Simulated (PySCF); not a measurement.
Species: C₂H₂N₂Si.
SMILES with atom numbers: `[N:1]#[C:2][SiH2:3][C:4]#[N:5]` (hydrogens: H6, H7 on Si3)

The same species was optimised twice, with GFN2-xTB and with PBE0-D3(BJ)/def2-SVP (PySCF), and the same property calculations (PySCF, gas phase) were run on both structures.

| coordinate | GFN2-xTB | PBE0-D3(BJ)/def2-SVP | change |
| --- | --- | --- | --- |
| Si3–H6 (Å) | 1.460 | 1.482 | +0.022 |
| Si3–H7 (Å) | 1.461 | 1.482 | +0.021 |
| C2–Si3 (Å) | 1.868 | 1.850 | -0.018 |
| Si3–C4 (Å) | 1.867 | 1.850 | -0.017 |
| N1≡C2 (Å) | 1.145 | 1.159 | +0.014 |
| C4≡N5 (Å) | 1.145 | 1.159 | +0.014 |
| H6–Si3–H7 (°) | 116.7 | 113.0 | -3.7 |
| C2–Si3–C4 (°) | 103.5 | 107.0 | +3.5 |
| C4–Si3–H6 (°) | 108.9 | 109.2 | +0.3 |
| C2–Si3–H6 (°) | 108.9 | 109.1 | +0.2 |
| C4–Si3–H7 (°) | 109.0 | 109.2 | +0.2 |
| C2–Si3–H7 (°) | 109.0 | 109.2 | +0.2 |
| Si3–C4–N5 (°) | 179.0 | 179.1 | +0.1 |
| N1–C2–Si3 (°) | 179.0 | 179.0 | 0.0 |

Rotational constants: A = 8719, B = 2372, C = 1908 MHz (GFN2-xTB) against A = 9341, B = 2282, C = 1876 MHz (PBE0-D3(BJ)/def2-SVP). Point groups within 0.08 Å: C2v and C2v. Atoms that the bonding makes alike are paired by their places after alignment.

On the GFN2-xTB structure: isotropic polarisability (au) 53.5 [CAM-B3LYP/def2-SVPD]; HOMO (eV) -11.82 [CAM-B3LYP/def2-SVPD]; LUMO (eV) -0.35 [CAM-B3LYP/def2-SVPD]; dipole (D) 4.25 [CAM-B3LYP/def2-SVPD]; HOMO (eV) -10.38 [PBE0/pcSseg-1]; LUMO (eV) -1.41 [PBE0/pcSseg-1]; dipole (D) 4.18 [PBE0/pcSseg-1]; GIAO shielding of N1/N5 (mean) (ppm) -106.5 [PBE0/pcSseg-1]; GIAO shielding of C2/C4 (mean) (ppm) 68.9 [PBE0/pcSseg-1]; GIAO shielding of Si3 (ppm) 448.5 [PBE0/pcSseg-1]; N1s of N1 (eV) 406.02 [delta-SCF UKS SCAN, pcX-2 on the ionised atom, pcseg-1 elsewhere, spin-free X2C]; C1s of C2 (eV) 292.52 [delta-SCF UKS SCAN, pcX-2 on the ionised atom, pcseg-1 elsewhere, spin-free X2C]; Si1s of Si3 (eV) 1849.30 [delta-SCF UKS SCAN, pcX-2 on the ionised atom, pcseg-1 elsewhere, spin-free X2C]; Si2p of Si3 (eV) 109.60 [delta-SCF UKS SCAN, pcX-2 on the ionised atom, pcseg-1 elsewhere, spin-free X2C].

Problem. What do these properties become on the PBE0-D3(BJ)/def2-SVP structure?

Solution. 
```tsv
property	level	on GFN2-xTB	on PBE0-D3(BJ)/def2-SVP	change
isotropic polarisability (au)	CAM-B3LYP/def2-SVPD	53.5	54.4	+0.9
HOMO (eV)	CAM-B3LYP/def2-SVPD	-11.82	-11.72	+0.10
LUMO (eV)	CAM-B3LYP/def2-SVPD	-0.35	-0.51	-0.16
dipole (D)	CAM-B3LYP/def2-SVPD	4.25	3.83	-0.42
energy, GFN2-xTB geometry as zero (kcal/mol)	CAM-B3LYP/def2-SVPD	0.0	-0.6	-0.6
HOMO (eV)	PBE0/pcSseg-1	-10.38	-10.30	+0.08
LUMO (eV)	PBE0/pcSseg-1	-1.41	-1.59	-0.18
dipole (D)	PBE0/pcSseg-1	4.18	3.76	-0.42
energy, GFN2-xTB geometry as zero (kcal/mol)	PBE0/pcSseg-1	0.0	-0.8	-0.8
GIAO shielding of N1/N5 (mean) (ppm)	PBE0/pcSseg-1	-106.5	-118.6	-12.1
GIAO shielding of C2/C4 (mean) (ppm)	PBE0/pcSseg-1	68.9	65.5	-3.4
GIAO shielding of Si3 (ppm)	PBE0/pcSseg-1	448.5	451.7	+3.2
N1s of N1 (eV)	delta-SCF UKS SCAN, pcX-2 on the ionised atom, pcseg-1 elsewhere, spin-free X2C	406.02	406.15	+0.13
C1s of C2 (eV)	delta-SCF UKS SCAN, pcX-2 on the ionised atom, pcseg-1 elsewhere, spin-free X2C	292.52	292.65	+0.13
Si1s of Si3 (eV)	delta-SCF UKS SCAN, pcX-2 on the ionised atom, pcseg-1 elsewhere, spin-free X2C	1849.30	1849.26	-0.04
Si2p of Si3 (eV)	delta-SCF UKS SCAN, pcX-2 on the ionised atom, pcseg-1 elsewhere, spin-free X2C	109.60	109.56	-0.04
```

The heavy atoms differ by 0.045 Å rms after alignment. Among all bonds Si3–H6 and Si3–H7 change most and about equally (+0.021 to +0.022 Å). Changes are differences of the printed values. Neither structure is proved a minimum here.
